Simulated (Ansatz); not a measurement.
Consider the ligand exchange at the Si–S bond: `S[Si]Br` + H–F → `F[Si]Br` + H₂S.

Calculated with Ansatz (gas phase, PBE0-D4/def2-TZVP geometries, no zero-point term in ΔE). CCSD(T)/CBS adds triple-zeta CCSD(T) − MP2 to the extrapolated MP2 energy (def2 sets, frozen cores). This one scheme is used for every species. DFT in def2-TZVPP. B3LYP here is the variant with VWN-RPA as its local correlation; programs differ in this. HSE06 is defined as in plane-wave codes. For Br outer-core shells are correlated without core-valence functions, which leaves a few kJ/mol of doubt a bond. Scalar relativity is left out up to krypton. One conformer a species, not always the lowest.

| level | ΔE (kJ/mol) | difference from CCSD(T)/CBS |
| --- | --- | --- |
| LDA (SPW92) | -54.4 | 4.8 |
| PBE-D4 | -51.0 | 8.2 |
| revPBE-D4 | -47.3 | 11.9 |
| BLYP-D4 | -65.8 | -6.6 |
| B97M-V | -68.6 | -9.4 |
| PBE0-D4 | -51.5 | 7.7 |
| B3LYP-D4 | -66.3 | -7.1 |
| r2SCANh-D4 | -59.8 | -0.6 |
| r2SCAN0-D4 | -58.9 | 0.3 |
| HSE06-D4 | -50.8 | 8.4 |
| BHLYP-D4 | -69.1 | -9.9 |
| CAM-B3LYP-D4 | -77.5 | -18.3 |
| ωB97X-V | -71.0 | -11.8 |
| ωB97M-V | -70.4 | -11.2 |
| PBE-QIDH | -55.7 | 3.5 |
| PBE | -55.7 | 3.5 |
| revPBE | -56.2 | 3.0 |
| BLYP | -75.6 | -16.4 |
| r2SCAN | -61.4 | -2.2 |
| PBE0 | -55.6 | 3.6 |
| B3LYP | -74.3 | -15.1 |
| r2SCANh | -60.8 | -1.6 |
| HSE06 | -54.8 | 4.4 |
| BHLYP | -77.5 | -18.3 |
| CAM-B3LYP | -81.9 | -22.7 |
| LC-ωPBE | -69.8 | -10.6 |
| RPA@PBE/def2-TZVPP | -68.1 | -8.9 |
| HF/def2-SVP | -75.2 | -16.0 |
| MP2/def2-SVP | -62.9 | -3.7 |
| CCSD/def2-SVP | -68.6 | -9.4 |
| CCSD(T)/def2-SVP | -65.5 | -6.3 |
| HF/def2-TZVPP | -84.2 | -25.0 |
| MP2/def2-TZVPP | -57.2 | 2.0 |
| SCS-MP2/def2-TZVPP | -66.0 | -6.8 |
| CCSD/def2-TZVPP | -68.6 | -9.4 |
| CCSD(T)/def2-TZVPP | -63.7 | -4.5 |
| MP2/def2-QZVPP | -55.7 | 3.5 |
| SCS-MP2/def2-QZVPP | -64.3 | -5.1 |
| MP2/CBS(def2) | -52.7 | 6.5 |
| CCSD/CBS(def2) | -64.2 | -5.0 |
| CCSD(T)/CBS | -59.2 | 0 |

Largest T1 diagnostic among the species: 0.012.

Leaving LDA and LC-ωPBE aside and taking each functional with its dispersion term where it has one, the values spread over 30.2 kJ/mol, from CAM-B3LYP-D4 to revPBE-D4. In def2-TZVPP, CCSD(T) changes the Hartree–Fock value by +20.5 kJ/mol (the triples alone add +4.9 kJ/mol) and MP2 by +27.0 kJ/mol.
